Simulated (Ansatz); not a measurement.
Cartesian coordinates in Å:
```
N -2.2663 0.8206 -0.5191
C -1.2061 0.4381 -0.2763
Al 0.5506 -0.1993 0.1261
Cl 2.1609 1.0354 -0.2409
Cl 0.7609 -2.0949 0.9101
```

The species carries charge 0 and has multiplicity 1.

Task: List the ωB97M-V/def2-TZVPP orbital energies in eV (Ansatz). (Best estimate.)

Result: Ansatz gave: Occupied: -2772.62, -2772.62, -1534.76, -395.41, -282.31, -263.03, -263.03, -200.47, -200.47, -200.39, -200.39, -200.37, -200.37, -119.25, -78.91, -78.76, -78.74, -28.47, -26.48, -26.15, -17.58, -14.90, -13.93, -13.33, -13.12, -12.77, -12.64, -12.56, -12.47, -12.16. Lowest empty: -0.47, 0.55, 1.32, 2.76, 3.04, 3.58, 4.15, 4.84.
